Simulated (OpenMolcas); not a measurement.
Ru4+: effect of the metal basis

Ru4+ with 6 ligands (fluoride) in octahedral coordination (Oh) at 1.93 Å. A charge of +0.333 e stands 3.2 Å behind each ligand.

```yaml
Program: OpenMolcas
Method: CASSCF
Spin-orbit_coupling: state interaction with AMFI integrals over the reference wave functions
```

Fixed: ligand basis ANO-RCC-VDZP, active space 4 electrons in 5 orbitals (4d), DKH2 Hamiltonian.

States (labels of O, the rotations of Oh). Energies in cm-1 above the lowest state or level, χT in cm3 K/mol; under a threefold ground state the first gap can be a small split of the lowest multiplet, not the spin-orbit step; 10Dq and B are least-squares fits to the states below 45000 cm-1, weighted by degeneracy, with a free offset, and given where the rms deviation is under 5 % of |10Dq| (or 100 cm-1) and under 700 cm-1.

```json
{"Run": "A", "Metal basis": "ANO-RCC-VDZP", "Ground state": "3T1", "First state of that spin": "3E 24933", "10Dq": "28177", "B (rms of fit)": "792 (398)", "First gap with spin-orbit (degeneracies)": "791.1 (1, 3)", "χT at 300 K": "1.019", "First state of another spin": "5E 9086", "Cost": "roughly 30 core-seconds"}
{"Run": "B", "Metal basis": "ANO-RCC-VTZP", "Ground state": "3T1", "First state of that spin": "3E 24627", "10Dq": "27970", "B (rms of fit)": "797 (372)", "First gap with spin-orbit (degeneracies)": "776.0 (1, 3)", "χT at 300 K": "1.040", "First state of another spin": "5E 8448", "Cost": "roughly 40 core-seconds"}
```

Against A, |10Dq| changes by -0.7 % in B.

Costs are those of the RASSCF and RASSI steps.

An orbital triplet at a regular site is open to Jahn-Teller coupling, which can distort the site and quench the lowest spin-orbit gaps and is left out. Without dynamic correlation the repulsion within the d shell is too large (B by tens of per cent), so at a given field states of lower spin stand too high. This shell can be high or low spin here, a state of another spin lies low, and with metal d orbitals alone active their balance is uncertain, so the ground spin may be wrong, although the usual error favours high spin. With metal d orbitals alone the field can be off either way by tens of per cent. Ligand-to-metal charge-transfer states are missing. With no ligand orbital active B as a rule stays too high, so bands that hang on it stand too high and its fall with covalency is understated. The least metal-like active orbital is 75 % on the metal (Löwdin) and no ligand orbital is active, so the numbers are rough (holds for A). The least metal-like active orbital is 76 % on the metal (Löwdin) and no ligand orbital is active, so the numbers are rough (holds for B). No measured value stands beside these numbers; the geometry was imposed, not optimised, and the real ion may take another.
